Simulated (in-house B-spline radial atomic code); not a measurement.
A fraction x of an electron is removed from 5p in neutral dysprosium, starting from [Xe] 4f10 6s2 and keeping the highest spin. Method: scalar-relativistic (X2C) CAM-B3LYP, spin-polarised, spherical fractional occupations, Fermi nucleus of rms radius 5.2218 fm. Calculated with a B-spline radial code for spherical atoms.

Caution: exact exchange at fractional occupations of open shells leaves self-interaction of up to several eV.

```json
{"x": "0", "E(x) - E(0) (eV)": "0.0000", "5p down level (eV)": "-28.239"}
{"x": "0.02", "E(x) - E(0) (eV)": "0.5659", "5p down level (eV)": "-28.357"}
{"x": "0.19", "E(x) - E(0) (eV)": "5.4870", "5p down level (eV)": "-29.567"}
{"x": "0.3", "E(x) - E(0) (eV)": "8.7854", "5p down level (eV)": "-30.409"}
{"x": "0.42", "E(x) - E(0) (eV)": "12.4913", "5p down level (eV)": "-31.361"}
{"x": "0.5", "E(x) - E(0) (eV)": "15.0261", "5p down level (eV)": "-32.011"}
{"x": "0.62", "E(x) - E(0) (eV)": "18.9269", "5p down level (eV)": "-33.006"}
{"x": "0.71", "E(x) - E(0) (eV)": "?", "5p down level (eV)": "?"}
{"x": "0.76", "E(x) - E(0) (eV)": "23.6305", "5p down level (eV)": "-34.194"}
{"x": "0.9", "E(x) - E(0) (eV)": "?", "5p down level (eV)": "?"}
{"x": "1", "E(x) - E(0) (eV)": "32.0874", "5p down level (eV)": "-36.292"}
```

What belongs in the row x = 0.71?

An energy change of 21.9315 eV; 5p down at -33.767 eV.

What belongs in the row x = 0.9?

An energy change of 28.5025 eV; 5p down at -35.409 eV.

Check Janak's theorem between x = 0.02 and 0.19.

The slope of the energy is 28.95 eV; the orbital levels give 28.96 eV (-ε of the emptying orbital, averaged over the two points).
